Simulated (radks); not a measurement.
Initial-state core-level shifts of the antimony ion Sb3+ when its valence configuration changes from [Kr] 4d10 5s2. All-electron calculation, scalar-relativistic Kohn-Sham, LDA (Slater exchange, Perdew-Wang correlation), spin-polarised, spherical densities, finite nucleus; open shells are filled with parallel spins first (spin-orbit coupling, left out, can overturn this in heavy ions); Fermi nuclear charge, rms radius 4.6802 fm. Program: a radial shooting solver on a logarithmic mesh with Libxc functionals. Shifts are changes of the shell-averaged eigenvalues in eV (positive: less bound); the change of the density at the nucleus, which sets a Mossbauer isomer shift, is in e/bohr^3, on a base of 2.143e+05.

| valence | 1s | 3s | 3p | 4p | density at nucleus |
|---|---|---|---|---|---|
| 4d10 5s1.5 5p0.5 | -0.682 | -0.688 | -0.687 | -0.676 | -30.62 |
| 4d10 5s0.5 5p1.5 | -1.993 | -2.013 | -2.010 | -1.981 | -93.37 |
| 4d9 5s2 5p1 | -9.096 | -9.165 | -9.166 | -7.576 | +20.61 |
| 4d10 5s1 5p1 | -1.301 | -1.316 | -1.314 | -1.301 | -62.03 |
| 4d9.5 5s2 5p0.5 | -4.531 | -4.568 | -4.568 | -3.802 | +10.08 |
| 4d8 5s2 5p2 | -18.339 | -18.456 | -18.458 | -15.042 | +42.59 |
| 4d7 5s2 5p3 | -27.743 | -27.885 | -27.888 | -22.406 | +65.53 |
| 4d8 5s1.5 5p2.5 | -18.868 | -19.007 | -19.008 | -15.570 | +6.59 |
